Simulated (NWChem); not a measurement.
Species: C2H7OSi, doublet; SMILES C[Si](C)O

```xyz
11

C     -0.9364    -1.4605    -0.1941
Si     0.0873     0.0027     0.3797
C     -0.6715     1.6257    -0.2156
O      1.6143    -0.2355    -0.2826
H     -0.4830    -2.4102     0.1261
H     -1.9579    -1.4098     0.2129
H     -1.0016    -1.4674    -1.2958
H     -0.7388     1.6339    -1.3175
H     -0.0815     2.5008     0.0977
H     -1.6876     1.7447     0.1927
H      2.2825     0.4105    -0.0355
```
Atoms are numbered in this order, from 1.

Program: NWChem. Spin-unrestricted. All runs use the structure optimised with PBE0/def2-SVP, spin-unrestricted. No frequency run checked for a minimum. No stability test was run on the SCF state. Level: PBE0/def2-SVP with SMD (1 M gas to 1 M solution), gas-phase geometry. Reactions with the solvent are ignored.

For solvent n-hexane:

```yaml
dipole in solution (D): 1.24
```

How do the values read with solvent chlorobenzene instead?


| Item | Result |
|---|---|
| dipole in solution (D) | 1.34 |
